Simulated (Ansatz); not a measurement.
`C/C(Cl)=C\I`. Total charge 0; spin multiplicity 1. I: def2 effective core potential.

```xyz
9

C     0.371   -0.964    0.545
C     0.096    0.036   -0.514
Cl    0.679   -0.426   -2.088
C    -0.521    1.206   -0.423
I    -1.304    1.979    1.332
H    -0.013   -0.625    1.507
H    -0.094   -1.919    0.291
H     1.447   -1.136    0.630
H    -0.661    1.850   -1.279
```

Task: What are the harmonic wavenumbers in cm⁻¹ at PBE0-D4/def2-TZVP (Ansatz, finite differences of forces, unscaled)? (Estimate.)

Result: Ansatz gave: 138, 181, 186, 245, 370, 451, 688, 712, 814, 999, 1058, 1091, 1257, 1405, 1464, 1465, 1694, 3057, 3122, 3158, 3245.

Task: Is this a minimum?

Result: Yes, all 21 modes are real.

Task: Give the ideal-gas thermochemistry at 298.15 K and 1 bar (rigid rotor, harmonic oscillator; point group Cs, symmetry number 1).

Result: Zero-point energy 160.3 kJ/mol; H(298) − E = 179.0 kJ/mol; entropy 346.7 J/(mol·K), of which translation 175.1, rotation 120.6, vibration 51.0; G(298) − E = 75.7 kJ/mol.

Task: And at 400, 500, 600, 800 and 1000 K?

Result: 
| T (K) | H − E (kJ/mol) | S (J/mol/K) | G − E (kJ/mol) |
| --- | --- | --- | --- |
| 400 | 189.3 | 376.1 | 38.8 |
| 500 | 200.8 | 401.8 | -0.1 |
| 600 | 213.6 | 425.1 | -41.5 |
| 800 | 242.0 | 465.9 | -130.7 |
| 1000 | 273.4 | 500.8 | -227.4 |
